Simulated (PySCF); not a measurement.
BeClBr, SMILES [Br][Be][Cl].

Geometry: r2SCAN-D4/def2-TZVP.

Computed with TDA-CAM-B3LYP/def2-TZVPD (PySCF 2.14.0).

Vertical excitations; the highest root listed may be one member of a degenerate set. The molecule is in vacuum. State labels are in the subgroup C2v.

Computed lowest excited states:
```tsv
state	symmetry	energy (eV)	λ (nm)	f	main pairs
S1	B1	7.20	172	0.036	HOMO−1→LUMO (degenerate set)
S2	B2	7.20	172	0.036	HOMO→LUMO (degenerate set)
S3	A2	7.21	172	0.000	HOMO−1→LUMO+2 46 %, HOMO→LUMO+1 46 %
S4	A2	7.27	170	0.000	HOMO→LUMO+1, HOMO−1→LUMO+2 (degenerate set)
S5	A1	7.27	170	0.000	HOMO→LUMO+2, HOMO−1→LUMO+1 (degenerate set)
S6	A2	8.05	154	0.000	HOMO−3→LUMO+2 45 %, HOMO−2→LUMO+1 45 %
S7	A2	8.14	152	0.000	HOMO−2→LUMO+1, HOMO−3→LUMO+2 (degenerate set)
S8	A1	8.14	152	0.000	HOMO−2→LUMO+2, HOMO−3→LUMO+1 (degenerate set)
S9	B1	8.19	151	0.142	HOMO−3→LUMO (degenerate set)
S10	B2	8.19	151	0.142	HOMO−2→LUMO (degenerate set)
T1	A1	6.79	183	0	HOMO→LUMO+2 45 %, HOMO−1→LUMO+1 45 %
T2	B1	6.93	179	0	HOMO−1→LUMO (degenerate set)
T3	B2	6.93	179	0	HOMO→LUMO (degenerate set)
T4	A2	6.98	178	0	HOMO−1→LUMO+2 46 %, HOMO→LUMO+1 46 %
```
Triplets are in the Tamm–Dancoff approximation.
